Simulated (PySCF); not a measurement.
## Relaxation of quintet HRu(OH)

Method: UPBE0/[Ru def2-TZVP with ECP28, H def2-TZVP, O def2-TZVP], scalar-relativistic core potentials, density fitting, no spin–orbit coupling, PySCF. A (50,194) grid was used.

A hand-made bent (heavy-atom frame) start, with no symmetry imposed:

Coordinates in bohr (charge 0 multiplicity 5):
```
Ru    0.4002   -0.0117   -0.3088
H     2.8306   -0.0117    1.3928
O    -2.5099   -0.0117    1.7288
H    -3.4652    1.3780    2.3978
```

Task: What forces act on the atoms at the start (eV/Å)?

Result: 
| atom | Fx | Fy | Fz |
| --- | --- | --- | --- |
| Ru1 | 0.03 | -0.03 | -0.43 |
| H2 | 0.94 | -0.01 | 0.16 |
| O3 | -0.88 | 0.09 | 0.25 |
| H4 | -0.08 | -0.05 | 0.02 |

Task: What does it relax to?

Result: It ends at Cs with O–H 0.959 Å, Ru–H 1.669 Å, Ru–O 1.910 Å; H–O–Ru 129.2°, H–Ru–O 156.6°. A frequency run shows a minimum. Other isomers or separated fragments may lie lower.

Task: How much energy is released, and in how many steps?

Result: 42.2 kJ/mol in 14 steps.

Open d and f shells are described by one determinant, and the ground state may have another occupation or spin.

The relaxation took 26 s on 2 threads of a shared AMD EPYC 9R45 96-Core (Zen 5) host, with 83 basis functions and 16 gradients; the process peaked at 0.56 GiB. Launch command: `OMP_NUM_THREADS=2 python axn.py task.json out`.
